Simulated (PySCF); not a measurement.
# Correlation energy of Ar⁺ (argon, charge +1)

[Ne] 3s2 3p4 4s1, high-spin 4P determinant (an excited configuration). Computed with PySCF 2.14 in aug-cc-pV(D+d)Z, with the non-relativistic Hamiltonian (point nucleus). Frozen: [Ne]; 7 electrons correlated.

```json
{"level": "CCSD", "correlation energy (mhartree)": "-134.19"}
{"level": "(T)", "correlation energy (mhartree)": "-2.16"}
{"level": "CCSD(T)", "correlation energy (mhartree)": "-136.35"}
{"level": "CCSDT", "correlation energy (mhartree)": "-136.78"}
```

Diagnostics: T1 = 0.0087, D1 = 0.0259, largest double amplitude 0.046.

Q: Is a single reference adequate?

A: Yes: T1 lies below 0.03 and no double amplitude reaches 0.07.
